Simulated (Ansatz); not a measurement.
```yaml
crystal:
  periodic: [true, true, true]
  atoms:
    - {symbol: O, position_ang: [-0.674321, -0.253223, -2.245132]}
    - {symbol: Hf, position_ang: [0.044971, -0.351292, -0.392545]}
    - {symbol: O, position_ang: [0.974228, -2.110648, -0.398012]}
    - {symbol: C, position_ang: [-2.028769, -1.618012, 0.379200]}
    - {symbol: C, position_ang: [-2.494663, -0.377211, -0.092361]}
    - {symbol: C, position_ang: [-1.993385, 0.629319, 0.753641]}
    - {symbol: C, position_ang: [-1.236504, 0.002591, 1.775336]}
    - {symbol: C, position_ang: [-1.258938, -1.383181, 1.542843]}
    - {symbol: C, position_ang: [2.511356, 0.234040, -0.056498]}
    - {symbol: C, position_ang: [2.140745, 0.783570, -1.297519]}
    - {symbol: C, position_ang: [1.208884, 1.820407, -1.056372]}
    - {symbol: C, position_ang: [0.992468, 1.895102, 0.330153]}
    - {symbol: C, position_ang: [1.792072, 0.902667, 0.951106]}
    - {symbol: H, position_ang: [-0.131757, -0.061814, -3.008889]}
    - {symbol: H, position_ang: [0.513811, -2.947551, -0.354322]}
    - {symbol: H, position_ang: [-2.223328, -2.578716, -0.074812]}
    - {symbol: H, position_ang: [-3.064557, -0.219256, -0.994296]}
    - {symbol: H, position_ang: [-2.171133, 1.689712, 0.651477]}
    - {symbol: H, position_ang: [-0.733823, 0.501565, 2.590097]}
    - {symbol: H, position_ang: [-0.751271, -2.132067, 2.132469]}
    - {symbol: H, position_ang: [3.167120, -0.609867, 0.088484]}
    - {symbol: H, position_ang: [2.503270, 0.462214, -2.263040]}
    - {symbol: H, position_ang: [0.723809, 2.427872, -1.805955]}
    - {symbol: H, position_ang: [0.335588, 2.588228, 0.833774]}
    - {symbol: H, position_ang: [1.854134, 0.705550, 2.011165]}
basis:
  gaussian: {orbitals: def2-TZVP}
hamiltonian: {xc: {name: PBEsol}, dispersion: d4}
scf: {lower_state_search: off}
output: {forces: true}
```

```sh
$ ansatz run in.yaml --threads 11 --pin off --events-out ev --progress --plain --max-ram 174080MiB --backend cuda --devices 0, --max-vram 75GiB
```

**Question.** How does Ansatz answer? (An estimate is asked.)

**Answer.** Ansatz gave: The input was rejected before any iteration.
```
Error: YAML parse error: error: line 2 column 3: crystal: missing field `lattice` (a structure is typed as `lattice` and `atoms`, a molecule's as `atoms` in Å alone, or read from a run's directory, `checkpoint`)
 --> <input>:2:3
1 | crystal:
2 |   periodic: [true, true, true]
3 |   atoms:
4 |     - {symbol: O, position_ang: [-0.674321, -0.253223, -2.245132]}
```
